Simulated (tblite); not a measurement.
A geometry optimisation, step by step.

C7H9FN (doublet state).
Numbering: `[N:1]=[C:2](/[CH:3]=[CH:4]/[CH2:5][F:6])[CH:7]1[CH2:8][CH2:9]1` (hydrogens: H10 on C3; H11 on C4; H12, H13 on C5; H14 on C7; H15, H16 on C8; H17, H18 on C9)
Bond orders are those of one Lewis drawing.

Computed with GFN2-xTB (tblite), gas phase: L-BFGS steps from a force-field or distance-geometry start until the largest atomic force falls under 0.01 eV/Å. 5 of its 128 geometries are shown.

Step 0: E = -735.5357 eV, largest atomic force 8.272 eV/Å
```
atom  x, y, z in Å  |  force x, y, z in eV/Å
N1     -0.258   -2.222   -0.411   -0.564   8.252   0.140
C2     -0.357   -0.758   -0.389    1.798  -7.068   0.005
C3      0.853    0.090   -0.252   -1.361  -0.518  -0.236
C4      2.077   -0.407   -0.132    0.369  -0.658   0.185
C5      3.313    0.413    0.013   -0.363  -0.194  -0.186
F6      3.028    1.745   -0.029    0.085   0.294   0.068
C7     -1.657   -0.086   -0.521   -0.619  -0.196   0.636
C8     -2.179    0.785    0.602   -0.183  -0.261  -0.340
C9     -2.830   -0.543    0.315   -0.124   0.332  -0.236
H10     0.680    1.167   -0.270   -0.015  -0.340   0.008
H11     2.233   -1.491   -0.105   -0.066   0.428  -0.047
H12     3.812    0.199    0.955    0.104   0.029   0.291
H13     3.998    0.200   -0.805    0.217  -0.013  -0.233
H14    -1.879    0.229   -1.535    0.074   0.028  -0.018
H15    -1.611    0.879    1.513    0.125  -0.028  -0.026
H16    -2.726    1.683    0.338    0.137  -0.065  -0.018
H17    -2.692   -1.335    1.036    0.088  -0.001  -0.157
H18    -3.814   -0.543   -0.154    0.299  -0.019   0.163
```

Step 32: E = -736.8548 eV, largest atomic force 0.044 eV/Å
```
atom  x, y, z in Å  |  force x, y, z in eV/Å
N1     -0.299   -2.095   -0.304   -0.014  -0.022  -0.012
C2     -0.348   -0.868   -0.356    0.010  -0.006   0.019
C3      0.816    0.039   -0.262    0.017  -0.012  -0.027
C4      2.055   -0.420   -0.126    0.019   0.003   0.018
C5      3.267    0.439    0.001    0.016   0.006  -0.009
F6      2.966    1.776   -0.032   -0.001   0.003   0.002
C7     -1.656   -0.117   -0.518    0.017   0.021   0.010
C8     -2.115    0.753    0.611    0.015   0.010  -0.015
C9     -2.848   -0.516    0.286   -0.013   0.020   0.022
H10     0.606    1.099   -0.296   -0.010  -0.020  -0.001
H11     2.247   -1.483   -0.095    0.002   0.005   0.007
H12     3.780    0.249    0.953   -0.017   0.005   0.005
H13     3.965    0.248   -0.823    0.007   0.003  -0.021
H14    -1.795    0.224   -1.537    0.004   0.015   0.001
H15    -1.510    0.779    1.506   -0.040  -0.016   0.008
H16    -2.575    1.700    0.371   -0.004  -0.008  -0.001
H17    -2.740   -1.350    0.962    0.003  -0.010   0.008
H18    -3.822   -0.451   -0.174   -0.014   0.003  -0.014
```

Step 64: E = -736.8642 eV, largest atomic force 0.107 eV/Å
```
atom  x, y, z in Å  |  force x, y, z in eV/Å
N1     -0.319   -2.087   -0.126   -0.033   0.033   0.017
C2     -0.338   -0.865   -0.260   -0.099  -0.016   0.038
C3      0.845    0.019   -0.246    0.019  -0.003  -0.040
C4      2.081   -0.431   -0.069    0.023   0.006  -0.031
C5      3.287    0.446   -0.079    0.022   0.040   0.007
F6      2.954    1.770   -0.218    0.031   0.015   0.026
C7     -1.614   -0.070   -0.465   -0.058  -0.063  -0.004
C8     -2.168    0.698    0.697    0.035   0.005  -0.015
C9     -2.893   -0.508    0.179    0.048  -0.048  -0.047
H10     0.645    1.070   -0.390    0.010   0.041  -0.016
H11     2.271   -1.482    0.089    0.025   0.002  -0.027
H12     3.847    0.353    0.861   -0.002   0.011  -0.019
H13     3.949    0.204   -0.922   -0.028  -0.054   0.043
H14    -1.643    0.378   -1.454   -0.013   0.013   0.074
H15    -1.663    0.615    1.647    0.015  -0.028   0.021
H16    -2.573    1.682    0.514   -0.031   0.005  -0.037
H17    -2.857   -1.408    0.773   -0.029   0.021  -0.002
H18    -3.819   -0.377   -0.362    0.066   0.019   0.012
```

Step 95: E = -736.9028 eV, largest atomic force 0.052 eV/Å
```
atom  x, y, z in Å  |  force x, y, z in eV/Å
N1     -0.308   -1.718    0.647    0.000   0.003  -0.013
C2     -0.306   -0.614    0.096   -0.022  -0.011   0.014
C3      0.927    0.127   -0.256    0.011   0.008   0.033
C4      2.138   -0.366   -0.023    0.028   0.004  -0.014
C5      3.417    0.345   -0.308    0.011  -0.003  -0.032
F6      3.214    1.605   -0.810   -0.008  -0.011   0.014
C7     -1.562    0.136   -0.239   -0.010   0.024  -0.010
C8     -2.507    0.471    0.886   -0.006   0.000  -0.052
C9     -2.895   -0.548   -0.134    0.015   0.001   0.004
H10     0.796    1.110   -0.688    0.009  -0.027   0.012
H11     2.252   -1.349    0.412    0.015   0.004  -0.003
H12     4.006    0.456    0.612   -0.006   0.019  -0.016
H13     4.016   -0.197   -1.053   -0.039  -0.010   0.028
H14    -1.429    0.877   -1.020   -0.009  -0.018   0.029
H15    -2.247    0.114    1.871   -0.001   0.020   0.013
H16    -2.978    1.442    0.873    0.002  -0.012   0.004
H17    -2.899   -1.582    0.171    0.037  -0.027  -0.007
H18    -3.644   -0.301   -0.870   -0.027   0.035  -0.003
```

Step 127: E = -736.9093 eV, largest atomic force 0.009 eV/Å
```
atom  x, y, z in Å  |  force x, y, z in eV/Å
N1     -0.302   -1.554    0.925    0.000   0.006   0.001
C2     -0.293   -0.501    0.280   -0.003  -0.002   0.000
C3      0.950    0.164   -0.176    0.004   0.002   0.003
C4      2.156   -0.355    0.020    0.005  -0.003  -0.003
C5      3.429    0.285   -0.420    0.001   0.000  -0.004
F6      3.216    1.457   -1.101   -0.001   0.004   0.005
C7     -1.540    0.236   -0.107    0.000   0.000  -0.002
C8     -2.643    0.374    0.910   -0.001   0.000  -0.002
C9     -2.826   -0.531   -0.260    0.000   0.001   0.006
H10     0.831    1.111   -0.684   -0.003   0.000  -0.005
H11     2.276   -1.301    0.527   -0.003  -0.001   0.005
H12     4.059    0.530    0.445    0.002  -0.003  -0.002
H13     3.985   -0.378   -1.095   -0.003   0.002   0.001
H14    -1.369    1.070   -0.776    0.000  -0.003   0.007
H15    -2.482   -0.080    1.876    0.005  -0.002   0.001
H16    -3.179    1.310    0.943    0.000  -0.004  -0.007
H17    -2.786   -1.595   -0.083    0.002   0.007  -0.005
H18    -3.494   -0.234   -1.054   -0.005  -0.002   0.001
```

Problem. Summarise the path.

Solution. The energy falls by 1.3736 eV from step 0 to step 127; nine tenths of that is first reached at step 3. It falls at every step. The largest force goes from 8.272 to 0.009 eV/Å. Among the bonds N1=C2 changes most, from 1.468 to 1.234 Å; the atoms move by 0.858 Å rms after alignment.

Problem. Follow the three bonds and two angles with the largest change from start to end.

Solution. 
| step | E above end (eV) | largest force (eV/Å) | N1=C2 (Å) | C2–C7 (Å) | C8–C9 (Å) | C3–C2–C7 (°) | C7–C8–H15 (°) |
| --- | --- | --- | --- | --- | --- | --- | --- |
| 0 | 1.3736 | 8.272 | 1.468 | 1.469 | 1.507 | 117.9 | 119.6 |
| 6 | 0.0712 | 0.151 | 1.231 | 1.517 | 1.499 | 114.7 | 119.4 |
| 11 | 0.0656 | 0.104 | 1.232 | 1.519 | 1.500 | 114.4 | 118.6 |
| 17 | 0.0618 | 0.069 | 1.229 | 1.516 | 1.502 | 113.4 | 119.1 |
| 22 | 0.0588 | 0.053 | 1.230 | 1.517 | 1.500 | 112.7 | 118.6 |
| 28 | 0.0558 | 0.047 | 1.230 | 1.517 | 1.501 | 112.5 | 117.9 |
| 33 | 0.0542 | 0.036 | 1.229 | 1.516 | 1.501 | 112.4 | 117.9 |
| 39 | 0.0527 | 0.040 | 1.229 | 1.518 | 1.500 | 112.2 | 117.8 |
| 44 | 0.0517 | 0.021 | 1.229 | 1.518 | 1.500 | 111.7 | 118.1 |
| 50 | 0.0512 | 0.025 | 1.229 | 1.517 | 1.501 | 111.6 | 118.2 |
| 55 | 0.0505 | 0.056 | 1.229 | 1.517 | 1.500 | 111.4 | 118.3 |
| 61 | 0.0485 | 0.077 | 1.229 | 1.514 | 1.501 | 111.0 | 118.5 |
| 66 | 0.0433 | 0.079 | 1.229 | 1.517 | 1.499 | 111.7 | 117.8 |
| 72 | 0.0353 | 0.073 | 1.230 | 1.511 | 1.498 | 111.5 | 117.6 |
| 77 | 0.0292 | 0.212 | 1.228 | 1.508 | 1.495 | 112.1 | 118.1 |
| 83 | 0.0170 | 0.111 | 1.231 | 1.505 | 1.494 | 112.2 | 117.7 |
| 88 | 0.0125 | 0.071 | 1.233 | 1.504 | 1.493 | 112.6 | 117.7 |
| 94 | 0.0070 | 0.061 | 1.233 | 1.501 | 1.493 | 112.9 | 117.3 |
| 99 | 0.0053 | 0.036 | 1.233 | 1.501 | 1.493 | 113.4 | 117.4 |
| 105 | 0.0041 | 0.037 | 1.234 | 1.501 | 1.491 | 113.4 | 117.5 |
| 110 | 0.0029 | 0.076 | 1.234 | 1.501 | 1.493 | 113.4 | 117.6 |
| 116 | 0.0011 | 0.040 | 1.234 | 1.500 | 1.491 | 113.3 | 116.9 |
| 121 | 0.0003 | 0.043 | 1.235 | 1.500 | 1.491 | 113.4 | 117.1 |
| 127 | 0.0000 | 0.009 | 1.234 | 1.500 | 1.491 | 113.4 | 117.2 |

What follows is the cost of the whole relaxation. On one thread of an Arm Neoverse V2 (shared host), this took 0.74 s.
